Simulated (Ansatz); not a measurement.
Ansatz (an electronic-structure program) input (CCSD(T)/aug-cc-pV(D+d)Z):
A basis named .json is the Basis Set Exchange file of that set.

Ansatz 0.2 input:
```yaml
crystal:
  periodic: [false, false, false]
  atoms:
    - {symbol: C, position_ang: [1.67626609, -0.63161071, -0.54877668]}
    - {symbol: Si, position_ang: [0.11817538, -0.06198229, 0.00495716]}
    - {symbol: C, position_ang: [-1.32441731, -0.61442198, -1.10308429]}
    - {symbol: O, position_ang: [-0.37331837, -0.40012909, 1.60227644]}
    - {symbol: O, position_ang: [-0.04041173, 1.65143526, 0.09207613]}
    - {symbol: H, position_ang: [2.55963731, -0.66228353, 0.08399301]}
    - {symbol: H, position_ang: [1.75064255, -1.23495222, -1.44980858]}
    - {symbol: H, position_ang: [-1.57115045, -1.66597477, -0.93501848]}
    - {symbol: H, position_ang: [-1.06698870, -0.49078594, -2.15913538]}
    - {symbol: H, position_ang: [-2.21973676, -0.01761878, -0.90230909]}
    - {symbol: H, position_ang: [-0.64120752, 0.42123605, 2.02466006]}
    - {symbol: H, position_ang: [0.73309654, 1.98387822, -0.37543651]}
basis:
  gaussian:
    orbitals: aug-cc-pV_D+d_Z.json
total_charge: -1
magnetization: {spin_polarized: false}
correlation: {method: ccsd_t, electrons: outside_noble_gas}
```

End of the output:

```
integrals: 0.83 GiB planned
1847 factors; integrals over basis functions are off by at most 9.8e-4 eV
1.12 GiB of device memory are held for the factors and their scratch space
mean field: 1.07 GiB planned
mean field evaluation 1: about -14106.7307 eV, gradient 4.2e1 eV
mean field evaluation 2: about -14106.8547 eV, gradient 4.3e1 eV
mean field evaluation 4: about -14111.2375 eV, gradient 4.0e0 eV
mean field evaluation 8: about -14111.3008 eV, gradient 3.0e-1 eV
mean field evaluation 16: about -14110.1772 eV, gradient 2.0e1 eV
mean field -14111.30138547 eV, -518.5807609326 hartree, gradient 4.6e-6 eV, S^2 0.000000; 0 other end points of the search recorded, 0 dependent functions left out
9 core orbitals not correlated
reference -14111.30138547 eV, -518.5807609326 hartree; 16, 16 occupied and 162, 162 virtual orbitals, 1847 factors
second order -22.69550224 eV of doubles, -0.00000000 eV of singles
coupled cluster: 4.85 GiB planned
cycle   1  -23.12380292 eV  change   -4.3e-1 eV  update   1.2e-1
cycle   2  -23.65431008 eV  change   -5.3e-1 eV  update   3.3e-2
cycle   3  -23.80224214 eV  change   -1.5e-1 eV  update   1.9e-2
cycle   4  -23.79974920 eV  change    2.5e-3 eV  update   5.1e-3
cycle   5  -23.79611044 eV  change    3.6e-3 eV  update   3.1e-3
cycle   6  -23.79668127 eV  change   -5.7e-4 eV  update   1.3e-3
cycle   7  -23.79675654 eV  change   -7.5e-5 eV  update   6.8e-4
cycle   8  -23.79652285 eV  change    2.3e-4 eV  update   3.3e-4
cycle   9  -23.79651083 eV  change    1.2e-5 eV  update   1.5e-4
cycle  10  -23.79663806 eV  change   -1.3e-4 eV  update   7.9e-5
cycle  11  -23.79655760 eV  change    8.0e-5 eV  update   4.0e-5
cycle  12  -23.79655366 eV  change    3.9e-6 eV  update   2.1e-5
perturbative correction -0.80387625 eV, -0.0295419075 hartree
Total energy: -14135.90181539 eV, -519.4848100570 hartree
```

It need not be the lowest isomer of its formula. Whether it binds its extra electron was not tested at this geometry.
